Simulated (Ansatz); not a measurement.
Geometry optimisation, Ansatz 0.2.0, RKS PBE0-D4/STO-3G.

Input:

```yaml
crystal:
  periodic: [false, false, false]
  atoms:
    - { symbol: "N", position_ang: [-1.6439, 1.2133, 0.129] }
    - { symbol: B, position_ang: [-0.3133, 0.6267, 0.1658] }
    - { symbol: C, position_ang: [0.1348, -0.8462, 0.5453] }
    - { symbol: C, position_ang: [1.2598, -0.7145, -0.5046] }
    - { symbol: O, position_ang: [0.8264, 0.571, -0.8288] }
    - { symbol: H, position_ang: [-1.6927, 2.0555, 0.8086] }
    - { symbol: H, position_ang: [-1.7702, 1.691, -0.8246] }
    - { symbol: H, position_ang: [-0.5647, -1.6006, 0.3351] }
    - { symbol: H, position_ang: [0.6067, -0.8761, 1.6225] }
    - { symbol: H, position_ang: [2.2288, -0.77, -0.0877] }
    - { symbol: H, position_ang: [0.9936, -1.4071, -1.3401] }
basis:
  gaussian: { orbitals: STO-3G }
hamiltonian:
  xc: pbe0
  dispersion: d4
relax:
  f_tol: 0.015
  max_steps: 40
```

Launched with:

```bash
$ ansatz run input.yaml --threads 1 --pin off --max-ram 2048MiB --backend cpu --events-out ev --progress --plain --runs-dir out
```

Q: Where does it end, and by what steps?

A: The run converged. Limits of this set-up: minimal basis. After 11 steps the energy has fallen by 2.189 eV; H6 moved furthest, 0.72 Å.

```
step  energy less start (eV)  largest force component (eV/Å)  accepted
   0                  0.0000                           6.223       yes
   1                 -1.4028                           2.564       yes
   2                 -1.7431                           1.192       yes
   3                 -1.9963                           2.161       yes
   4                 -2.1490                           0.399       yes
   5                 -2.1728                           0.771       yes
   6                 -2.1772                           0.648       yes
   7                 -2.1817                           0.638       yes
   8                 -2.1878                           0.078       yes
   9                 -2.1888                           0.020       yes
  10                 -2.1888                           0.022       yes
  11                 -2.1888                           0.004       yes
```

```xyz
11
Properties=species:S:1:pos:R:3
N -1.358 1.464 0.058
B -0.357 0.509 -0.097
C 0.123 -0.814 0.631
C 1.180 -0.766 -0.515
O 0.625 0.485 -1.100
H -2.057 1.433 0.816
H -1.479 2.275 -0.571
H -0.532 -1.693 0.594
H 0.554 -0.724 1.636
H 2.230 -0.625 -0.191
H 1.136 -1.602 -1.241
```

Whether the end is a true minimum wasn't checked by a vibrational analysis.

Time of the run: 17 s on 1 thread of Intel(R) Xeon(R) 6975P-C (Granite Rapids) (shared host), peak memory 0.15 GiB.
